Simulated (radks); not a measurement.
Results of a calculation; reference values are marked as such.
Ionisation of the tungsten ion W+, [Xe] 4f14 5d4 6s1, to W2+, [Xe] 4f14 5d4, under several functionals. Dirac Kohn-Sham, spin-unpolarised, spherical densities, finite nucleus; open shells fill j = l - 1/2 first; a radial shooting solver on a logarithmic mesh with Libxc functionals.

functional                                        E(W+) (hartree)  Exc (hartree)  IE (eV)  -e(HOMO) (eV)  <r> HOMO (bohr)  IE error (eV)
LDA (Slater exchange, Perdew-Zunger correlation)      -16153.6203      -315.3465   15.882         12.182            1.940         -0.488
OLYP                                                  -16168.8712      -330.9066   15.147         11.649            3.008         -1.223
XLYP                                                  -16164.9709      -326.7882   15.646         11.826            1.949         -0.724
B86b exchange with PBE correlation                    -16164.2994      -326.1236   15.568         11.931            1.940         -0.802
PBE                                                   -16163.0657      -324.8773   15.537         11.907            1.940         -0.833
HCTH/407                                              -16172.5386      -334.7318   15.505         12.009            3.000         -0.865
exchange-only B88                                     -16160.0703      -321.8415   14.877         10.977            1.963         -1.493

NIST Atomic Spectra Database: 16.4 eV (semi-empirical). Closest: LDA (Slater exchange, Perdew-Zunger correlation). The Delta-SCF values span 1.00 eV, the total energies 18.92 hartree. The highest occupied level is 5d3/2. Spin polarisation and multiplet splitting are left out, so open shells lie too high by an amount that depends on their filling.

Beside tabulated values, note that spin-unpolarised runs miss the spin-polarisation part of the exchange energy of open shells.
